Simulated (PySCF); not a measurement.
Ga(F)3 cation (F3Ga), SMILES [F][Ga]([F])[F] (connectivity only; charge and spin as stated), charge +1, multiplicity 2.

Coordinates come from a B3LYP-D3(BJ)/def2-SVP optimisation. The spin state was assumed, not searched. The isomer is the one that the SMILES or the coordinates give; other isomers of the formula were not compared.

These are B3LYP-D3(BJ)/def2-SVP (PySCF) values and carry that method's errors.

Frequencies are harmonic and unscaled.

Computed harmonic wavenumbers and intensities:
| mode | ν (cm⁻¹) | IR (km/mol) | moving atoms (share of kinetic energy) |
|---|---|---|---|
| 1 | 117 | 13.7 | F 65 %, Ga 35 % |
| 2 | 147 | 38.6 | F 57 %, Ga 43 % |
| 3 | 297 | 9.4 | F 91 %, Ga 9 % |
| 4 | 410 | 32.4 | F 91 %, Ga 9 % |
| 5 | 622 | 4.5 | F 96 % |
| 6 | 839 | 42.7 | F 68 %, Ga 32 % |
